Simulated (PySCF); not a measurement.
# Distorted geometries of ReOF3

ReOF3 (singlet). PySCF 2.14.0, RKS PBE, Re def2-SVP with ECP60, O def2-SVP, F def2-SVP; non-relativistic Hamiltonian with scalar-relativistic core potentials where named; density fitting; no spin-orbit coupling. Relaxed geometry:

```xyz
5

Re    0.0470    0.0000   -0.0377
O     1.6818    0.0000   -0.4853
F    -0.0829    1.7697    0.4469
F    -1.7883    0.0000   -0.4642
F    -0.0829   -1.7697    0.4469
```

Question: Order these distorted geometries by energy above the relaxed one, lowest first.
A.
```xyz
5

Re    0.0471    0.0592   -0.1349
O     1.6158    0.0202   -0.3527
F    -0.1188    1.7619    0.4677
F    -1.7307   -0.1445   -0.5070
F    -0.0386   -1.6968    0.4335
```
B.
```xyz
5

Re    0.0507    0.0505   -0.0244
O     1.6677   -0.0417   -0.4970
F    -0.1153    1.7594    0.4562
F    -1.7710    0.0245   -0.4757
F    -0.0574   -1.7927    0.4475
```
C.
```xyz
5

Re   -0.0056   -0.0584    0.0545
O     1.7398    0.1832   -0.4582
F    -0.1537    1.7415    0.2498
F    -1.7160   -0.0883   -0.4415
F    -0.0897   -1.7780    0.5020
```

Answer: B (0.13 eV), A (0.61 eV), C (0.76 eV).

Question: Which forces (eV/Å) act in the one that lies 0.76 eV up?

Answer: 
```
Re   8.41  2.33 -1.95
O   -4.73 -1.32  1.57
F   -0.61  1.03  0.42
F   -3.23  0.11 -0.78
F    0.17 -2.15  0.74
```
Forces carry noise of the integration grid, about 0.01 to 0.03 eV/Å.

The gap of the closed shell is small, and it wasn't tested for a lower spin-broken solution at this geometry.
